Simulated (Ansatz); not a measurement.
Job for Ansatz (a quantum-chemistry and plane-wave program): U-CCSD(T)/cc-pV(D+d)Z on BCl2H (SMILES ClBCl), a point of a bond scan (R = 1.182 Å). Files ending in .json are basis or fitting sets from the Basis Set Exchange.

Ansatz 0.2 input:
```yaml
crystal:
  periodic: [false, false, false]
  atoms:
    - {symbol: B, position_ang: [-0.49962006, -0.31561335, -0.37757090]}
    - {symbol: H, position_ang: [-1.34146293, -0.84741115, -1.01376506]}
    - {symbol: Cl, position_ang: [-0.35825051, 1.42024989, -0.41873399]}
    - {symbol: Cl, position_ang: [0.58410718, -1.27757472, 0.58941750]}
basis:
  gaussian:
    orbitals: cc-pV_D+d_Z.json
correlation: {method: ccsd_t, electrons: outside_noble_gas}
scf: {omitted_lower_state_checks: [cluster_reference]}
magnetization: {spin_polarized: true, initial_magnetization: 0}
```

Program output:

```
WARN ansatz: RAYON_NUM_THREADS=1 ignored (pool sized by the plan → 1); use --threads N
Functional definition: HF
these checks for a lower state are left out or cut short: cluster_reference
integrals: 0.06 GiB planned
651 factors; integrals over basis functions are off by at most 1.2e-3 eV
mean field: 0.22 GiB planned
mean field evaluation 1: about -25696.2746 eV, gradient 1.1e1 eV
mean field evaluation 2: about -25696.3265 eV, gradient 1.1e1 eV
mean field evaluation 4: about -25697.2397 eV, gradient 1.4e0 eV
mean field evaluation 8: about -25697.2601 eV, gradient 1.7e-3 eV
mean field -25697.26008483 eV, -944.3568898892 hartree, gradient 9.0e-6 eV, S^2 0.000000; 0 other end points of the search recorded, 0 dependent functions left out
11 core orbitals not correlated
reference -25697.26008483 eV, -944.3568898892 hartree; 9, 9 occupied and 45, 45 virtual orbitals, 651 factors
second order -9.77330342 eV of doubles, -0.00000000 eV of singles
coupled cluster: 0.18 GiB planned
cycle   1  -10.42801084 eV  change   -6.5e-1 eV  update   7.1e-2
cycle   2  -10.65728353 eV  change   -2.3e-1 eV  update   2.1e-2
cycle   3  -10.70797250 eV  change   -5.1e-2 eV  update   1.1e-2
cycle   4  -10.70474460 eV  change    3.2e-3 eV  update   3.4e-3
cycle   5  -10.70353324 eV  change    1.2e-3 eV  update   1.1e-3
cycle   6  -10.70348358 eV  change    5.0e-5 eV  update   2.1e-4
cycle   7  -10.70350300 eV  change   -1.9e-5 eV  update   5.3e-5
cycle   8  -10.70351604 eV  change   -1.3e-5 eV  update   1.2e-5
perturbative correction -0.28938464 eV, -0.0106346895 hartree
Total energy: -25708.25298552 eV, -944.7608715381 hartree
Checks for a lower state left out: cluster_reference
```

The calculation finished and met its thresholds.

Cost: very roughly 2.2 core-seconds.
